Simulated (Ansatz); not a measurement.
Question: Name a neutral molecule of B, Cl, Se and H with HOMO–LUMO gap (ωB97M-V/def2-TZVPP) between 10.20 and 10.50 eV and LUMO energy (ωB97M-V/def2-TZVPP) between 0.05 and 0.35 eV (Ansatz, PBE0-D4/def2-TZVP geometry).

Answer: `ClBB[SeH]` (10.23 eV, 0.13 eV). Other molecules can fit too; these were computed, each in one conformer that needn't be the lowest.
